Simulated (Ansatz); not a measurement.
Compare A (`NCS[SiH2]O`) with its isomer B (`NC(S)O[SiH3]`).

Computed with Ansatz on PBE0-D4/def2-TZVP structures; ΔE is electronic, products minus reactants. CCSD(T)/CBS adds triple-zeta CCSD(T) − MP2 to the extrapolated MP2 energy (def2 sets, frozen cores). Functionals use def2-TZVPP. B3LYP here is the variant with VWN-RPA as its local correlation; programs differ in this. Each species was taken in one conformer, which may not be the lowest.

A:

```xyz
12

N    -0.4961    0.9025   -2.3208
C    -0.5011    0.2256   -1.0698
S     1.0230    0.5584   -0.0381
Si    0.4022   -0.2122    1.8329
O     0.1991   -1.8465    1.8514
H    -0.4437    1.9061   -2.2059
H     0.2737    0.6093   -2.9075
H    -0.5585   -0.8499   -1.2304
H    -1.3626    0.5385   -0.4793
H     1.4478    0.2330    2.7892
H    -0.9362    0.3133    2.1911
H     0.9524   -2.3781    1.5873
```

B:

Z-matrix (Å, degrees):
```
C
S 1 1.836
O 1 1.391 2 109.2
N 1 1.429 2 110.8 3 122.5
H 1 1.094 2 108.0 3 -119.2
H 2 1.343 1 96.3 3 47.4
Si 3 1.663 1 120.3 2 152.6
H 4 1.013 1 112.3 2 -41.8
H 4 1.010 1 112.7 2 82.8
H 7 1.483 3 103.2 1 168.6
H 7 1.486 3 111.8 1 50.8
H 7 1.483 3 113.2 1 -73.8
```

Q: Which isomer does CCSD(T)/CBS put lower? Give the gap. (An estimate is asked.)

A: Ansatz gave: A, by 130.3 kJ/mol.

Q: Give E(B) − E(A) in kJ/mol with CCSD(T)/def2-TZVPP, B3LYP, CCSD/def2-TZVPP, B2PLYP, r2SCAN-D4, B3LYP-D4, ωB97M-V. (Estimate.)

A: Ansatz gave: CCSD(T)/def2-TZVPP 122.8, B3LYP 127.1, CCSD/def2-TZVPP 122.3, B2PLYP 128.0, r2SCAN-D4 130.9, B3LYP-D4 124.5, ωB97M-V 123.9. None reverses the order clearly.

Largest T1 diagnostic: 0.012.
